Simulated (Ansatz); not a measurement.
Reaction (ligand exchange at a Zr–O bond): `[OH][Zr]([F])([F])[Cl]` + HCl → `[F][Zr]([F])([Cl])[Cl]` + H₂O

Gas-phase electronic energies from Ansatz, PBE0-D4/def2-TZVP geometries. CBS: MP2 limit from def2 TZ/QZ plus the TZ coupled-cluster correction, frozen cores. This one scheme is used for every species. DFT in def2-TZVPP. Elements past krypton have def2 core potentials. For Zr outer-core shells are correlated without core-valence functions, which leaves a few kJ/mol of doubt a bond. Each species was taken in one conformer, which may not be the lowest.

`[OH][Zr]([F])([F])[Cl]`:

Cartesian coordinates in Å:
```
O -0.674 0.432 1.205
Zr 0.283 -0.143 -0.322
F 1.739 1.033 -0.627
F 0.962 -1.887 -0.014
Cl -1.133 -0.161 -2.202
H -1.177 0.725 1.960
```

HCl:

Cartesian coordinates in Å:
```
Cl -0.550 0.261 -0.194
H 0.550 -0.261 0.194
```

`[F][Zr]([F])([Cl])[Cl]`:

Z-matrix (Å, degrees):
```
Zr
F 1 1.882
Cl 1 2.330 2 109.4
Cl 1 2.330 2 109.4 3 121.0
F 1 1.882 2 108.7 3 -119.5
```

H₂O:

Z-matrix (Å, degrees):
```
O
H 1 0.960
H 1 0.960 2 105.1
```

```csv
level,ΔE (kJ/mol)
BHLYP-D4,-22.0
PBE-QIDH,-24.4
```

Question: What does CCSD(T)/CBS give? (Best estimate.)

Answer: Ansatz gave: -23.4 kJ/mol. The listed levels differ from it by 1.4, -1.0 kJ/mol.

Question: What do rigid-rotor, harmonic-oscillator terms from PBE0-D4/def2-TZVP frequencies (298.15 K, 1 bar) make of the CCSD(T)/CBS value? (An estimate is asked.)

Answer: Computed: ΔZPE = +9.5 kJ/mol, ΔH = -14.5 kJ/mol, ΔS = -7 J/(mol·K), ΔG = -12.4 kJ/mol.

Largest T1 diagnostic among the species: 0.017.

At CCSD(T), def2-SVP lies +19.4 kJ/mol from the extrapolated value and def2-TZVPP +3.6 kJ/mol. Leaving LDA and LC-ωPBE aside and taking each functional with its dispersion term where it has one, the values, not all of them listed here, spread over 12.5 kJ/mol, from HSE06-D4 to CAM-B3LYP-D4. LDA lies +5.7 kJ/mol from PBE without D4.

CCSD(T)/CBS has its own doubt, a few kJ/mol and more with outer-core shells, so smaller differences from it don't rank the levels.
